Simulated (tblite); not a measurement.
Compound: C₅H₅OS (doublet state).
Atom-mapped SMILES: `[OH:1][CH2:2][c:3]1[c:4][cH:5][cH:6][s:7]1` (hydrogens: H8 on O1; H9, H10 on C2; H11 on C5; H12 on C6)

The geometry is computed with GFN2-xTB (gas phase). This method treats the open shell by occupation alone, without spin polarisation.

Task: What internal coordinates does the optimisation give?

Result: 
```csv
bond,length (bohr),order
O1–C2,2.665,single
C2–C3,2.820,single
C3–C4,2.512,aromatic
C4–C5,2.645,aromatic
C5–C6,2.571,aromatic
C6–S7,3.262,aromatic
C3–S7,3.364,aromatic
O1–H8,1.821,single
"C2–H9, C2–H10",2.072,single
C5–H11,2.029,single
C6–H12,2.027,single
```

Bonds in one row agree within 0.02 bohr and their mean is given. Orders are formal, as drawn. A selection of angles:
```csv
angle,degrees
C2–O1–H8,108.9
O1–C2–C3,112.8
O1–C2–H9,110.4
O1–C2–H10,105.5
C3–C2–H9,109.0
H9–C2–H10,108.9
C2–C3–C4,131.7
C2–C3–S7,120.8
C4–C3–S7,107.5
C3–C4–C5,118.7
C4–C5–C6,109.8
C4–C5–H11,125.2
C6–C5–H11,124.9
C5–C6–S7,112.9
C5–C6–H12,128.0
S7–C6–H12,119.1
C3–S7–C6,91.1
```

Dihedral angles: O1–C2–C3–C4 82° (synclinal); H8–O1–C2–C3 -57° (synclinal). The mirror-image conformer, all signs reversed, is as good.

O1 (oxygen bonded to C and H) is bent (angle 108.9°). C5 (carbon bonded to 2 C and H) is planar (angles 125.2°, 124.9° and 109.8°, sum 360.0°, 0.00 Å off the plane of its three neighbours). The 5-membered ring C3–C4–C5–C6–S7 has internal angles of 91.1° to 118.7°; it is planar, 0.00 Å rms from its mean plane, widest ring torsion 1°. The C–C distances run from 1.330 Å (C3–C4, aromatic) to 1.492 Å (C2–C3, drawn single), a spread of 0.162 Å. The 2 C–S bonds span 1.726 Å (C6–S7, aromatic) to 1.780 Å (C3–S7, aromatic), a spread of 0.054 Å. C6 (carbon bonded to C, S and H) is planar (angles 128.0°, 119.1° and 112.9°, sum 360.0°, 0.00 Å off the plane of its three neighbours). C3 (carbon bonded to 2 C and S) is planar (angles 131.7°, 120.8° and 107.5°, sum 359.9°, 0.03 Å off the plane of its three neighbours).

Point group: C1 (no symmetry element, even within 0.4 Å). Its GFN2-xTB frequencies are all real (lowest 27 cm⁻¹). Torsions: H–O1–C2–C3 -57°, O1–C2–C3–C4 82°. 3 starts were optimised and ended at 0.00, 0.07 and 0.23 kcal/mol (GFN2-xTB); the lowest of these is shown.
